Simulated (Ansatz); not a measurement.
Bond stretch in NC (cation, charge +1), lowest triplet found (which spin is the ground state isn't settled by this scan).

Computed with: ROCCSD(T) = CCSD(T) on ROHF/cc-pVDZ, frozen core in Ansatz (a program for electronic structure); UMP2 = MP2 on UHF/cc-pVDZ, frozen core run with Ansatz; ROCCSDT(Q) = CCSDT(Q)/B on ROHF/cc-pVDZ, frozen core run with Ansatz; FCI = full CI/cc-pVDZ, frozen core (Ansatz).

Energies relative to the lowest point of each curve between 1.15 and 1.54 Å, where full CI is lowest, in eV:

| R / Å | ROCCSD(T) | UMP2 | ROCCSDT(Q) |
|---|---|---|---|
| 1.15 | 0.541 | 0.192 | 0.560 |
| 1.23 | 0.000 | 0.000 | 0.000 |
| 1.28 | 1.091 | 0.656 | 1.135 |
| 1.35 | 0.869 | 0.670 | 0.908 |
| 1.40 | 0.864 | 0.779 | 0.898 |
| 1.45 | 0.945 | 0.962 | 0.973 |
| 1.48 | 1.023 | 1.102 | 1.048 |
| 1.54 | 1.227 | 1.431 | 1.242 |

Question: Predict the corresponding FCI column.

Answer: 1.15: 0.610; 1.23: 0.049; 1.28: 0.000; 1.35: 0.173; 1.40: 0.407; 1.45: 0.694; 1.48: 0.882; 1.54: 1.269 (eV).

The scan ran from 1.06 to 5.02 Å; beyond the distances shown full CI changes its symmetry label. The T1 diagnostic of CCSD on the restricted reference of ROCCSD(T), ROCCSDT(Q) exceeds 0.045 at 1.15 to 1.23, 1.54 Å. At the minimum ROCCSD(T) lies far from FCI: another state is possible. The unrestricted determinant behind UMP2 is spin-contaminated at 1.15 to 1.54 Å (<S²> up to 2.4, against 2.00 for a pure triplet).
